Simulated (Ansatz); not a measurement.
System: sum formula AlN2H4F (charge 0, singlet). 
Structure (B3LYP-D3(BJ)/def2-TZVP (Ansatz, a quantum-chemistry and plane-wave program) minimum search):
SMILES: [F][Al]([NH2])[NH2]
```xyz
8

N     -1.4664    -0.8877     0.3481
Al     0.0003     0.0264     0.0062
N      1.4466    -0.6761    -0.7139
F      0.0207     1.6396     0.3835
H     -1.6014    -1.8685     0.1655
H     -2.2946    -0.4889     0.7597
H      1.5571    -1.6390    -0.9860
H      2.2865    -0.1562    -0.9106
```

Atomisation energy built up term by term with Ansatz (kcal/mol; UHF references for open shells; valence terms freeze the core; atomic spin-orbit terms are left out). CBS marks a two-point X^-3 extrapolation of the correlation energy; Hartree-Fock from the larger set.

```tsv
term	basis	kcal/mol
Hartree-Fock	aug-cc-pV(Q+d)Z	483.88
CCSD correlation	CBS(aug-cc-pV(T+d)Z,aug-cc-pV(Q+d)Z)	204.73
(T)	CBS(aug-cc-pV(T+d)Z,aug-cc-pV(Q+d)Z)	12.19
core correlation	cc-pwCVTZ	1.03
scalar relativity (X2C)	cc-pVTZ-DK against cc-pVTZ	-1.36
sum: De		700.5
```

(T) makes 1.7 % of the CCSD(T) atomisation energy; under 5 % is typical of single-reference molecules.
